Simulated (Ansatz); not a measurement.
`C=C[CH2][GaH][Cl]`. Charge 0, multiplicity 1. All single points use the PBE0-D4/def2-TZVP geometry. It is one conformer, not always the lowest.

```xyz
11

C    -1.587    0.660    0.079
C    -0.455    0.494    0.763
C     0.419   -0.711    0.711
Ga    1.495   -0.274   -0.881
Cl    0.875   -1.301   -2.676
H    -1.993   -0.126   -0.550
H    -2.147    1.585    0.139
H    -0.092    1.323    1.368
H    -0.138   -1.626    0.509
H     1.021   -0.830    1.611
H     2.601    0.806   -1.073
```

Q: What is the dipole moment at ωB97M-V/def2-TZVPP? (Best estimate.)

A: The calculation gave: 2.51 D, with components (0.42, 0.67, 2.38) D in this frame, pointing from negative to positive charge.

Q: And with PBE, r2SCAN, B3LYP? (Estimate.)

A: Ansatz gave: PBE 2.43 D, r2SCAN 2.51 D, B3LYP 2.52 D.

Q: Give the Mulliken charges with ωB97M-V, B3LYP, r2SCAN in def2-TZVPP. (Best estimate.)

A: Ansatz gave: 
```tsv
atom	ωB97M-V	B3LYP	r2SCAN
C1	-0.22	-0.23	-0.20
C2	-0.14	-0.14	-0.11
C3	-0.33	-0.21	-0.17
Ga4	0.39	0.39	0.40
Cl5	-0.28	-0.31	-0.31
H6	0.10	0.11	0.08
H7	0.11	0.11	0.09
H8	0.13	0.12	0.10
H9	0.13	0.10	0.08
H10	0.12	0.10	0.08
H11	0.00	-0.03	-0.04
```

B3LYP here is the variant with VWN-RPA as its local correlation; programs differ in this.
